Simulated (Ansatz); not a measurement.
The first iterations of a band of C2H4AlN (8 atoms, charge 0, multiplicity 1).

The calculation used RKS PBE-D4/def2-SVP in Ansatz 0.2.0.

```
movable images  : 7
climbing image  : yes
spring          : 5.0 eV/Å²
optimiser       : quadratic models (default)
start path      : through a guess of the saddle point
force threshold : 0.03 eV/Å
iteration limit : 6
end points      : relaxed
```

First end point:

```xyz
8
Properties=species:S:1:pos:R:3
N -0.379 1.019 2.421
C 0.048 0.824 1.345
C 0.514 0.533 0.005
Al -0.474 -0.988 -0.843
H 1.594 0.262 0.025
H 0.433 1.433 -0.642
H -0.555 -1.004 -2.440
H -1.090 -2.137 0.072
```

Last end point:

```xyz
8
Properties=species:S:1:pos:R:3
N -0.131 -0.450 1.803
C 0.302 0.386 1.061
C 0.539 0.938 -0.220
Al -0.528 -0.909 -0.374
H 1.594 0.946 -0.548
H -0.012 1.867 -0.448
H 0.416 -2.132 -0.742
H -2.087 -0.703 -0.588
```

| iteration | highest image above the first end (eV) | largest band force component (eV/Å) |
| --- | --- | --- |
| 1 | 1.192 | 14.895 |
| 2 | 0.053 | 1.336 |

Q: Does the band converge within its limit, and where does its top end?

A: It did not converge within its limit. It ended after 6 iterations with the highest image 0.000 eV above the first end. The band didn't meet its force threshold, so its energies are provisional: the largest band force was still 0.08 eV/Å, and over the last iterations the top stayed at 0.00 eV.

Time of the run: 70 s on 1 thread of Arm Neoverse V2 (shared host), peak memory 0.11 GiB.
